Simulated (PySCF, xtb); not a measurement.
Al₂H₄O₄, SMILES [OH][Al]([OH])[Al]([OH])[OH].

GFN2-xTB in xtb 6.7.1 at its own geometry gives an orbital gap of 4.10 eV and a dipole moment of 0.02 D.

Coordinates come from a B3LYP-D3(BJ)/def2-SVP optimisation. The structure was generated by enumeration; whether it is a known compound was not checked. One conformer was computed; it need not be the lowest.

### Question
What does PBE0/def2-TZVP (PySCF) give? (The exact figures need the calculation; the answer reports its results.)

### Answer
gap 7.26 eV (levels -7.88 and -0.62 eV), dipole 0.00 D.
